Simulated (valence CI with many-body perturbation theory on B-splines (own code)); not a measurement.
Values are calculated unless marked as measured or tabulated.
Sc8+: magnetic and hyperfine properties of the levels

Method: relativistic CI+MBPT: three valence electrons over a frozen Dirac-Fock core [Ne], a basis of 11 s, 11 p, 9 d, 7 f, 5 g, 2 h, 1 i functions for each j, with the one-electron correlation potential Σ1 (screened to all orders), the two-electron term Σ2, the three-electron term Σ3, Breit, model QED; selected single and double excitations, second order for the rest, scaled by the run's own slope (own B-spline code, finite nucleus).

No measured levels were compared; by estimate levels of excited configurations hold to 0.05 to 0.15 % of their energy, terms of the ground configuration to about 0.5 %.

A/g_I is the dipole constant over the nuclear g factor μ/I (μ in nuclear magnetons, uniformly magnetised nucleus), B/Q the quadrupole constant per barn. Both hold the static response of the core; the bare values leave it out. Large factors of s and p1/2 electrons are usually good to 5 to 10 %; those of open d and f shells near neutrality can be off by tens of per cent, and small factors of p3/2, d and f electrons come from cancelling terms and can be off by a factor of two or in sign, in half-filled shells by more. B is blank for J = 1/2, where it vanishes, and for nearly pure S terms. Energies count from the lowest level.

Names give the largest LS component (configuration and term), which can be under half, so a name can repeat, a term be missing and a line seem to break the LS rules; names also repeat where a configuration has a term twice. Letters in brackets count levels of one name in rising energy.

```csv
Level,E (eV),g,A/g_I (MHz),A/g_I bare,B/Q (MHz/b),B/Q bare
3s²3p ²P°_1/2,0.000,0.665,9220,8550,,
3s²3p ²P°_3/2,0.715,1.334,1920,1850,3310,3090
3s3p² ⁴P_1/2,17.970,2.668,18200,17100,,
3s3p² ⁴P_3/2,18.237,1.734,8410,7920,2730,2550
3s3p² ⁴P_5/2,18.625,1.599,8670,8150,-3430,-3190
3s3p² ²D_3/2,23.758,0.800,-2290,-2070,4220,3940
3s3p² ²D_5/2,23.805,1.202,8470,7880,6020,5620
3s3p² ²S_1/2,29.824,1.948,33400,30900,,
3s3p² ²P_1/2,31.747,0.721,6430,5880,,
3s3p² ²P_3/2,32.160,1.333,-1550,-1280,-3350,-3130
3s²3d ²D_3/2,38.912,0.799,59.3,155,850,837
3s²3d ²D_5/2,38.956,1.200,1340,1340,1210,1190
3p³ ²D°_3/2,46.410,0.805,522,485,-45.0,-33.3
3p³ ²D°_5/2,46.493,1.200,3590,3430,-1010,-932
3p³ ⁴S°_3/2,47.695,1.994,-535,-62.0,,
3p³ ²P°_1/2,52.005,0.665,7720,7080,,
3p³ ²P°_3/2,52.042,1.327,1110,1200,-309,-288
3s3p3d ⁴F°_3/2,52.150,0.409,-3800,-3500,1760,1670
3s3p3d ⁴F°_5/2,52.298,1.029,2200,2130,1650,1570
3s3p3d ⁴F°_7/2,52.513,1.238,4000,3820,2400,2280
3s3p3d ⁴F°_9/2,52.801,1.334,4560,4330,3940,3740
3s3p3d ⁴P°_5/2,56.412,1.558,5510,5260,1500,1440
3s3p3d ⁴P°_3/2,56.569,1.560,5240,5050,715,674
3s3p3d ⁴D°_1/2,56.708,1.301,1150,1290,,
3s3p3d ⁴P°_1/2,56.946,1.366,7080,6600,,
3s3p3d ⁴D°_3/2,57.026,1.371,5280,5030,-1030,-982
3s3p3d ⁴D°_5/2,57.076,1.408,5380,5130,-1940,-1820
3s3p3d ⁴D°_7/2,57.083,1.429,5570,5290,-2930,-2700
3s3p3d ²D°_3/2 [a],58.414,0.802,-4260,-3870,-1850,-1710
3s3p3d ²D°_5/2 [a],58.417,1.205,6590,6170,-2590,-2390
3s3p3d ²F°_5/2 [a],61.199,0.857,2620,2460,3310,3150
3s3p3d ²F°_7/2 [a],61.767,1.143,269,357,3850,3670
3s3p3d ²P°_3/2 [a],66.626,1.327,5700,5370,618,601
3s3p3d ²P°_1/2 [a],66.869,0.665,-7400,-6770,,
3s3p3d ²F°_7/2 [b],67.033,1.143,4970,4670,3780,3600
3s3p3d ²F°_5/2 [b],67.174,0.857,-2500,-2240,3240,3090
3s3p3d ²P°_1/2 [b],69.099,0.665,-633,-490,,
3s3p3d ²P°_3/2 [b],69.150,1.313,850,951,873,844
3s3p3d ²D°_3/2 [b],69.583,0.826,2570,2400,-2420,-2250
3s3p3d ²D°_5/2 [b],69.677,1.199,-952,-731,-2580,-2380
```

Question: Take the isotope of mass number 45, with I = 7/2, μ = 4.754 μN and Q = -0.22 b. What is the hyperfine structure of 3s3p² ⁴P_1/2?

Answer: From the table A = 24700 MHz. Shifts from the centre of gravity in MHz: F = 3: -55600, F = 4: 43200.
